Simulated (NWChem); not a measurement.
# CH5NSSe; SMILES CS[Se]N

```xyz
9

Se    -0.3624     0.8025    -0.1166
N      1.3221     1.4212     0.4486
H      1.2016     2.1503     1.1475
H      1.8275     1.7956    -0.3507
S     -0.3333    -1.2990     0.5865
C      0.6215    -2.1703    -0.7185
H      0.1508    -2.0498    -1.6967
H      0.6221    -3.2303    -0.4438
H      1.6506    -1.8062    -0.7446
```
Atoms are numbered in this order, from 1.

Level: B3LYP/6-31G* (spherical d) (NWChem), optimised geometry, unscaled harmonic frequencies. This build's default masses of Se (78.918 u) and Br (79.917 u) are each other's, which moves their modes by up to 0.6 %.

```
frequency (cm⁻¹)  IR intensity (km/mol)
----------------  ---------------------
84                                  2.6
153                                 0.5
195                                 1.0
233                                 1.0
320                                37.1
378                                15.7
530                                73.2
688                                 0.9
788                                65.7
988                                 4.2
988                                11.6
1044                                1.4
1378                                7.7
1493                                8.3
1510                                9.0
1623                                7.9
3066                               20.4
3151                                4.6
3169                                7.6
3487                                7.6
3602                               13.3
```

| Property | Result |
|---|---|
| zero-point energy | 41.2 kcal/mol |
| thermal correction to the enthalpy at 298.15 K (with zero-point energy) | 46.0 kcal/mol |
| heat capacity Cv | 20.7 cal/(mol K) |
| entropy at 298.15 K and 1 atm (symmetry number 1) | 81.9 cal/(mol K) |
| dipole moment | 2.23 D |

Rigid rotor and harmonic oscillator; modes under 100 cm⁻¹ make the entropy uncertain.
